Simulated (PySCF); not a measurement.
Species: C8H10Si.
SMILES with atom numbers: `[cH:1]1[cH:2][cH:3][c:4]([SiH:5]2[CH2:6][CH2:7]2)[cH:8][cH:9]1` (hydrogens: H10 on C1; H11 on C2; H12 on C3; H13 on Si5; H14, H15 on C6; H16, H17 on C7; H18 on C8; H19 on C9)

The same species was optimised twice, with GFN2-xTB and with PBE0-D3(BJ)/def2-SVP (PySCF), and the same property calculations (PySCF, gas phase) were run on both structures.

```csv
coordinate,GFN2-xTB,PBE0-D3(BJ)/def2-SVP,change
Si5–C6 (Å),1.886,1.859,-0.027
Si5–C7 (Å),1.886,1.861,-0.025
C2–C3 (Å),1.383,1.394,+0.011
C4–C8 (Å),1.393,1.404,+0.011
C3–C4 (Å),1.392,1.403,+0.011
C1–C9 (Å),1.385,1.395,+0.010
C8–C9 (Å),1.382,1.392,+0.010
C4–Si5 (Å),1.872,1.863,-0.009
C1–C2 (Å),1.385,1.393,+0.008
C6–C7 (Å),1.533,1.540,+0.007
C4–Si5–C6 (°),119.2,120.3,+1.1
C4–Si5–C7 (°),119.1,120.1,+1.0
C6–Si5–C7 (°),48.0,48.9,+0.9
Si5–C7–C6 (°),66.0,65.5,-0.5
Si5–C6–C7 (°),66.0,65.6,-0.4
Si5–C4–C8 (°),121.5,121.2,-0.3
C2–C3–C4 (°),121.1,120.9,-0.2
C3–C4–C8 (°),118.1,118.3,+0.2
C3–C4–Si5–C6 (°),-153,-158,-5
```

Rotational constants: A = 3727, B = 823.9, C = 713.4 MHz (GFN2-xTB) against A = 3707, B = 821.9, C = 712.2 MHz (PBE0-D3(BJ)/def2-SVP). Atoms that the bonding makes alike are paired by their places after alignment.

On the GFN2-xTB structure: HOMO (eV) -6.43 [PBE0/pcSseg-1]; LUMO (eV) -0.77 [PBE0/pcSseg-1]; dipole (D) 0.76 [PBE0/pcSseg-1]; GIAO shielding of C1 (ppm) 51.7 [PBE0/pcSseg-1]; GIAO shielding of C2/C9 (mean) (ppm) 53.7 [PBE0/pcSseg-1]; GIAO shielding of C3/C8 (mean) (ppm) 47.7 [PBE0/pcSseg-1]; GIAO shielding of C4 (ppm) 49.7 [PBE0/pcSseg-1]; GIAO shielding of Si5 (ppm) 474.5 [PBE0/pcSseg-1]; GIAO shielding of C6/C7 (mean) (ppm) 187.5 [PBE0/pcSseg-1].

Problem. What do these properties become on the PBE0-D3(BJ)/def2-SVP structure?

Solution. 
```
                                    property          level  on GFN2-xTB  on PBE0-D3(BJ)/def2-SVP  change
                                   HOMO (eV)  PBE0/pcSseg-1        -6.43                    -6.47   -0.04
                                   LUMO (eV)  PBE0/pcSseg-1        -0.77                    -0.81   -0.04
                                  dipole (D)  PBE0/pcSseg-1         0.76                     0.79   +0.03
energy, GFN2-xTB geometry as zero (kcal/mol)  PBE0/pcSseg-1          0.0                     -1.1    -1.1
                  GIAO shielding of C1 (ppm)  PBE0/pcSseg-1         51.7                     49.1    -2.6
        GIAO shielding of C2/C9 (mean) (ppm)  PBE0/pcSseg-1         53.7                     50.9    -2.8
        GIAO shielding of C3/C8 (mean) (ppm)  PBE0/pcSseg-1         47.7                     44.7    -3.0
                  GIAO shielding of C4 (ppm)  PBE0/pcSseg-1         49.7                     47.7    -2.0
                 GIAO shielding of Si5 (ppm)  PBE0/pcSseg-1        474.5                    465.5    -9.0
        GIAO shielding of C6/C7 (mean) (ppm)  PBE0/pcSseg-1        187.5                    187.2    -0.3
```

The heavy atoms differ by 0.046 Å rms after alignment (one structure mirrored). Among bonds between heavy atoms Si5–C6 changes most (-0.027 Å). Changes are differences of the printed values. Neither structure is proved a minimum here.

Conformer computed: `[cH:1]1[cH:2][cH:3][c:4]([SiH:5]2[CH2:6][CH2:7]2)[cH:8][cH:9]1`: C3–C4–Si5–C6 -158°.
